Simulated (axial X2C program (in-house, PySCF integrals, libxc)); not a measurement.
LiPb⁻: from the spin-free to the two-component result

Computed with an in-house all-electron X2C program for linear molecules (integrals from PySCF). Spin-free means the one-electron spin-free X2C Hamiltonian; two-component (2c) means X2C with spin–orbit coupling and atomic mean-field two-electron Coulomb and Gaunt terms, so the difference of the two also holds small scalar two-electron terms. Basis: Pb dyall-acv3z [13s15p11d8f1g], Li dyall-av3z [9s9p3d] (cores contracted in-house); Gaussian nuclei, density fitting, unrestricted open shells. Masses: Pb 207.977 u, Li 7.016 u.

Spin-free state: M_S = 2, Λ = 0 (beyond evenly filled blocks: 2 × σα, π+α, π-α); fragments Pb- + Li.

```
level  Re (Å)  ωe (cm⁻¹)  μ (D)
 PBE0   2.850      232.1  -9.82
PBE50   2.838      238.4  -9.83
```

Dipoles are positive if Li is the positive end and refer to the centre of mass.

Two-component determinant lowest at the distance of the search:

Ω = 1 (⟨Sz⟩ = 0.78, ⟨Lz⟩ = 0.22 at PBE0); fragments Pb- + Li.

```csv
level,Re (Å),ωe (cm⁻¹),μ (D)
PBE0,2.794,262.0,-6.25
PBE50,2.801,260.4,-6.89
```

Question: From the two tables, how do the constants change at the PBE0 level (2c against spin-free)?

Answer: At the PBE0 level Re goes down by 0.056 Å and ωe goes up by 29.9 cm⁻¹. The two determinants differ in configuration, so these shifts compare two states and are not the spin–orbit effect on one state.

The state is one determinant whose occupation by symmetry is held fixed; it was picked as the lowest of a PBE0 search that is not exhaustive. De is not given where an atomic determinant may have missed its ground term or J level, or where the truncated virtual space spoils (T). Density functionals use the spin component along the axis (collinear). Other states lie close and PBE0, whose exact exchange favours high spin, may order them wrongly; the determinant shown need not be the ground state. The nearest other spin-free determinant of the search, M_S = 0, Λ = 0, lies 0.38 eV up at the distance of the search. Without a current term, density functionals place determinants with orbital angular momentum somewhat too high. With several unpaired electrons one determinant need not be a pure state. A state of lower Ω lies just above, and one determinant can place such states too high, so the state shown need not be the lowest. The search has Ω = 0 only 0.07 eV up. Open-shell Ω = 0 determinants with evenly filled partner blocks cannot be reached by this program, so the Ω shown need not be the lowest component. The highest occupied level of some functionals is positive through self-interaction error; at Hartree–Fock it is bound.
